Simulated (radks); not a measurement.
Effect of the nuclear size on neutral osmium, [Xe] 4f14 5d6 6s2. All-electron calculation, Dirac Kohn-Sham, LDA (Slater exchange, Perdew-Wang correlation), spin-unpolarised, spherical densities, finite nucleus; open shells fill j = l - 1/2 first; Fermi nuclear charge, rms radius 5.4126 fm. Program: a radial shooting solver on a logarithmic mesh with Libxc functionals. The rms radius is varied about that value; shifts are against it.

rms radius (fm)  total energy shift (eV)  density at nucleus (e/bohr^3)  1s1/2 shift (meV)  2s1/2 shift (meV)  5p1/2 shift (meV)  6s1/2 shift (meV)  5d5/2 shift (meV)  6p1/2 (empty) shift (meV)
4.7306                             -17.1                      1.753e+06              -6900               -991              0.485             -0.672              0.597                      0.218
4.9309                             -12.2                      1.726e+06              -4940               -709              0.347             -0.481              0.427                      0.156
5.4126                                 0                      1.668e+06              0.000              0.000              0.000              0.000              0.000                      0.000
5.9051                              13.2                      1.616e+06               5350                767             -0.375              0.520             -0.462                     -0.169
6.5817                              32.6                      1.552e+06              13200               1890             -0.921               1.28              -1.14                     -0.416

Slopes of the eigenvalues against <r^2> in GHz/fm^2, as finite differences over the two radii next to the reference (eigenvalue slopes, not the field-shift constants of lines): 1s1/2 236000, 2s1/2 33800, 5p1/2 -16.5, 6s1/2 22.9, 5d5/2 -20.4, 6p1/2 (empty) -7.45.
